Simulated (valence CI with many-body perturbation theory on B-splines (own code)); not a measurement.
Energy levels of Bi LXX

Calculated by valence CI with perturbative core correlation (CI+MBPT): four valence electrons over a frozen Dirac-Fock core [Ne], radial functions for each j: 9 s, 9 p, 8 d, 6 f, 3 g, 1 h, with the one-electron correlation potential Σ1 (screened to all orders), the two-electron term Σ2, the three-electron term Σ3, Breit, model QED; selected single and double excitations, second order for the rest, scaled by the run's own slope (own B-spline code, finite nucleus).

No measured spectrum was set against this ion. As an estimate, large intervals hold to a few tenths of a per cent, small ones and those within an open d or f shell to about a per cent.

Levels 1 to 42 of 42, with energies above the lowest level, (3s^2 3p1/2^2) J=0. "Leading %" is the weight of the configuration and term that name the level; weights of strongly mixed levels are sums over their largest components and can fall short, so below about 35 % the name and the second component can differ from the true leading terms, or belong to a minority configuration. In the jj column 3d3/2^4 stands for four electrons in 3d with j = 3/2.

| No. | Configuration | Term | J | E (eV) | Leading % | g | Second component | Leading jj |
| --- | --- | --- | --- | --- | --- | --- | --- | --- |
| 1 | 3s²3p² | ³P | 0 | 0.0 | 68 |  | 32 % 3s²3p² ¹S | 3s^2 3p1/2^2 (100 %) |
| 2 | 3s²3p² | ³P | 1 | 612.7 | 100 | 1.485 |  | 3s^2 3p1/2 3p3/2 (100 %) |
| 3 | 3s²3p² | ¹D | 2 | 623.2 | 65 | 1.154 | 34 % 3s²3p² ³P | 3s^2 3p1/2 3p3/2 (100 %) |
| 4 | 3s3p³ | ³P° | 2 | 817.3 | 47 | 1.503 | 25 % 3s3p³ ⁵S° | 3s 3p1/2^2 3p3/2 (97 %) |
| 5 | 3s3p³ | ³D° | 1 | 847.4 | 25 | 1.047 | 24 % 3s3p³ ¹P° | 3s 3p1/2^2 3p3/2 (79 %) |
| 6 | 3s²3p3d | ³F° | 2 | 867.2 | 74 | 0.750 | 19 % 3s²3p3d ¹D° | 3s^2 3p1/2 3d3/2 (99 %) |
| 7 | 3s²3p3d | ³D° | 1 | 920.9 | 41 | 0.887 | 25 % 3s²3p3d ¹P° | 3s^2 3p1/2 3d3/2 (79 %) |
| 8 | 3s²3p3d | ³P° | 2 | 1028.8 | 46 | 1.277 | 34 % 3s²3p3d ³D° | 3s^2 3p1/2 3d5/2 (98 %) |
| 9 | 3s²3p3d | ³F° | 3 | 1030.7 | 49 | 1.097 | 28 % 3s²3p3d ¹F° | 3s^2 3p1/2 3d5/2 (99 %) |
| 10 | 3s3p²3d | ³D | 1 | 1077.0 | 46 | 0.452 | 36 % 3s3p²3d ⁵F | 3s 3p1/2^2 3d3/2 (99 %) |
| 11 | 3s3p²3d | ³D | 2 | 1085.7 | 30 | 1.110 | 16 % 3s3p²3d ⁵F | 3s 3p1/2^2 3d3/2 (99 %) |
| 12 | 3s3p²3d | ³D | 3 | 1233.0 | 37 | 1.333 | 18 % 3s3p²3d ⁵D | 3s 3p1/2^2 3d5/2 (99 %) |
| 13 | 3s²3p² | ³P | 2 | 1244.2 | 63 | 1.303 | 33 % 3s²3p² ¹D | 3s^2 3p3/2^2 (96 %) |
| 14 | 3s3p²3d | ³F | 2 | 1249.4 | 25 | 1.037 | 21 % 3s3p²3d ¹D | 3s 3p1/2^2 3d5/2 (96 %) |
| 15 | 3s²3p² | ¹S | 0 | 1267.8 | 67 |  | 31 % 3s²3p² ³P | 3s^2 3p3/2^2 (98 %) |
| 16 | 3s3p³ | ³D° | 2 | 1417.8 | 49 | 1.525 | 45 % 3s3p³ ⁵S° | 3s 3p1/2 3p3/2^2 (96 %) |
| 17 | 3s3p³ | ³D° | 3 | 1440.1 | 95 | 1.307 |  | 3s 3p1/2 3p3/2^2 (95 %) |
| 18 | 3s3p³ | ³P° | 0 | 1452.2 | 84 |  | 16 % 3s²3p3d ³P° | 3s 3p1/2 3p3/2^2 (84 %) |
| 19 | 3s3p³ | ¹D° | 2 | 1468.5 | 52 | 1.086 | 14 % 3s²3p3d ³D° | 3s 3p1/2 3p3/2^2 (68 %) |
| 20 | 3s3p³ | ³P° | 1 | 1470.1 | 30 | 1.261 | 19 % 3s3p³ ³D° | 3s 3p1/2 3p3/2^2 (79 %) |
| 21 | 3s3p³ | ³P° | 1 | 1484.0 | 30 | 1.328 | 30 % 3s3p³ ³S° | 3s 3p1/2 3p3/2^2 (98 %) |
| 22 | 3s²3p3d | ³F° | 3 | 1523.0 | 47 | 1.070 | 38 % 3s²3p3d ¹F° | 3s^2 3p3/2 3d3/2 (95 %) |
| 23 | 3s²3p3d | ³P° | 1 | 1531.1 | 43 | 1.115 | 31 % 3s²3p3d ³D° | 3s^2 3p3/2 3d3/2 (79 %) |
| 24 | 3s²3p3d | ³D° | 2 | 1531.3 | 36 | 1.054 | 23 % 3s3p³ ¹D° | 3s^2 3p3/2 3d3/2 (65 %) |
| 25 | 3s²3p3d | ³P° | 0 | 1532.1 | 84 |  | 16 % 3s3p³ ³P° | 3s^2 3p3/2 3d3/2 (84 %) |
| 26 | 3s²3p3d | ³F° | 4 | 1633.7 | 99 | 1.234 |  | 3s^2 3p3/2 3d5/2 (99 %) |
| 27 | 3s²3p3d | ³P° | 2 | 1645.9 | 43 | 1.215 | 43 % 3s²3p3d ¹D° | 3s^2 3p3/2 3d5/2 (98 %) |
| 28 | 3s3p²3d | ⁵F | 2 | 1656.6 | 29 | 1.136 | 14 % 3s3p²3d ³P | 3s 3p1/2 3p3/2 3d3/2 (77 %) |
| 29 | 3s3p²3d | ⁵D | 0 | 1663.4 | 76 |  | 14 % 3s3p²3d ³P | 3s 3p1/2 3p3/2 3d3/2 (95 %) |
| 30 | 3s3p²3d | ⁵D | 1 | 1666.3 | 49 | 1.113 | 23 % 3s3p²3d ⁵F | 3s 3p1/2 3p3/2 3d3/2 (100 %) |
| 31 | 3s²3p3d | ³D° | 3 | 1670.1 | 64 | 1.204 | 33 % 3s²3p3d ¹F° | 3s^2 3p3/2 3d5/2 (97 %) |
| 32 | 3s3p²3d | ⁵F | 3 | 1672.9 | 42 | 1.118 | 36 % 3s3p²3d ³F | 3s 3p1/2 3p3/2 3d3/2 (98 %) |
| 33 | 3s²3p3d | ¹P° | 1 | 1682.6 | 62 | 1.070 | 26 % 3s²3p3d ³P° | 3s^2 3p3/2 3d5/2 (98 %) |
| 34 | 3p⁴ | ³P | 2 | 1682.8 | 34 | 1.209 | 17 % 3p⁴ ¹D | 3p1/2^2 3p3/2^2 (52 %) |
| 35 | 3s3p²3d | ³G | 4 | 1693.2 | 32 | 1.141 | 20 % 3s3p²3d ¹G | 3s 3p1/2 3p3/2 3d3/2 (97 %) |
| 36 | 3p⁴ | ¹S | 0 | 1699.2 | 44 |  | 24 % 3p⁴ ³P | 3p1/2^2 3p3/2^2 (68 %) |
| 37 | 3s3p²3d | ³F | 2 | 1708.7 | 54 | 0.908 | 9 % 3s3p²3d ³P | 3s 3p1/2 3p3/2 3d3/2 (86 %) |
| 38 | 3s3p²3d | ³D | 3 | 1717.4 | 33 | 1.221 | 17 % 3s3p²3d ¹F | 3s 3p1/2 3p3/2 3d3/2 (97 %) |
| 39 | 3s3p²3d | ³P | 1 | 1722.6 | 30 | 1.633 | 26 % 3s3p²3d ⁵P | 3s 3p1/2 3p3/2 3d3/2 (98 %) |
| 40 | 3s3p²3d | ³D | 2 | 1726.9 | 24 | 1.336 | 18 % 3s3p²3d ⁵P | 3s 3p1/2 3p3/2 3d3/2 (84 %) |
| 41 | 3s3p²3d | ³G | 3 | 1727.2 | 41 | 0.965 | 20 % 3s3p²3d ³F | 3s 3p1/2 3p3/2 3d3/2 (99 %) |
| 42 | 3s3p²3d | ³D | 1 | 1728.7 | 47 | 0.815 | 15 % 3s3p²3d ¹P | 3s 3p1/2 3p3/2 3d3/2 (98 %) |

The ionisation energy to 3s²3p ²P°1/2 of the next ion comes out as 8784.6 eV (NIST: 8780 ± 50 eV (theoretical)). All 42 levels together are meant to be complete up to 1736.9 eV.
